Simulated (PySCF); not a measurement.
## Exercise with solution: entropy of an ideal gas

AlH₂, SMILES [AlH2+], charge +1.

Geometry optimised at PBE-D3(BJ)/def2-TZVPD. The spin state was assumed, not searched. The isomer is the one that the SMILES or the coordinates give; other isomers of the formula were not compared.

PBE-D3(BJ)/def2-TZVPD (PySCF) gives the harmonic wavenumbers 540, 540, 1941, 2041 cm⁻¹ and the rotational temperature 4.9034 K. The molar mass is 29.00 g/mol, the symmetry number 2, the spin multiplicity 1.

Task: Work out the entropy at 298.15 K and 1 atm in the rigid-rotor, harmonic-oscillator model.

Result: 
Translation (Sackur–Tetrode at 1 atm): S = R[1.5 ln M + 2.5 ln T − 1.16487] = 150.7 J/(mol K).
Rotation: q = T/(σ θ) = 30.4, S = R[ln q + 1] = 36.7 J/(mol K).
Vibration: with u = 1.4388 ν/T, each mode gives R[u/(e^u − 1) − ln(1 − e^−u)]:
```csv
ν (cm⁻¹),modes,u,S (J/(mol K))
540,2,2.61,4.73
1941,1,9.37,0.01
```
The stiffer modes add less than 0.005 each. Sum 4.7 J/(mol K).
Spin: R ln 1 = 0.0 J/(mol K).
Total 192.2 J/(mol K); the program's own thermochemistry gives 192.2. Translation makes up 78 % and vibration 2 %. Anharmonicity, hindered rotation and orbital degeneracy are left out.
